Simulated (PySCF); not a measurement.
Si(F)2(Me)(SH) (CH4F2SSi), SMILES C[Si](F)(F)S. Atoms are numbered in the order given.

```xyz
9

C     -1.6885    -1.0506    -0.1223
Si    -0.3002     0.1672    -0.0083
F     -0.5257     1.0790     1.3118
F     -0.3201     1.1754    -1.2727
S      1.6558    -0.6838    -0.0081
H     -1.6813    -1.7326     0.7426
H     -2.6573    -0.5261    -0.1368
H     -1.5984    -1.6537    -1.0384
H      1.3908    -1.4733     1.0599
```

Coordinates come from a B3LYP-D3(BJ)/def2-SVP optimisation. The values are those of a single conformer.

Calculation: TDDFT-B3LYP/def2-SVPD (PySCF).

Vertical excitations. Gas-phase values at a fixed geometry.

Computed lowest excited states:
| state | energy (eV) | λ (nm) | f | main pairs |
|---|---|---|---|---|
| S1 | 6.12 | 203 | 0.015 | HOMO→LUMO 86 %, HOMO→LUMO+1 13 % |
| S2 | 6.68 | 186 | 0.048 | HOMO→LUMO+1 84 %, HOMO→LUMO 13 % |
| S3 | 7.40 | 168 | 0.003 | HOMO→LUMO+3 90 % |
| S4 | 7.64 | 162 | 0.001 | HOMO→LUMO+2 91 % |
| S5 | 7.73 | 160 | 0.041 | HOMO−1→LUMO 93 % |
| S6 | 8.02 | 155 | 0.004 | HOMO→LUMO+4 66 %, HOMO−1→LUMO+1 20 % |
| S7 | 8.20 | 151 | 0.004 | HOMO→LUMO+5 79 % |
| S8 | 8.42 | 147 | 0.030 | HOMO→LUMO+6 76 %, HOMO→LUMO+5 14 % |
| S9 | 8.67 | 143 | 0.376 | HOMO−1→LUMO+1 58 %, HOMO→LUMO+4 15 % |
| S10 | 8.88 | 140 | 0.030 | HOMO−1→LUMO+3 51 %, HOMO→LUMO+7 24 %, HOMO−1→LUMO+2 12 % |
| T1 | 5.68 | 218 | 0 | HOMO→LUMO 80 %, HOMO→LUMO+1 16 % |
| T2 | 6.32 | 196 | 0 | HOMO→LUMO+1 77 %, HOMO→LUMO 14 % |
| T3 | 7.18 | 173 | 0 | HOMO→LUMO+3 64 %, HOMO→LUMO+4 10 %, HOMO−1→LUMO 10 % |
| T4 | 7.25 | 171 | 0 | HOMO−1→LUMO 42 %, HOMO−1→LUMO+1 25 %, HOMO→LUMO+3 22 % |
Triplets are in the Tamm–Dancoff approximation, which puts them higher than full response would, so one can lie above its singlet here.
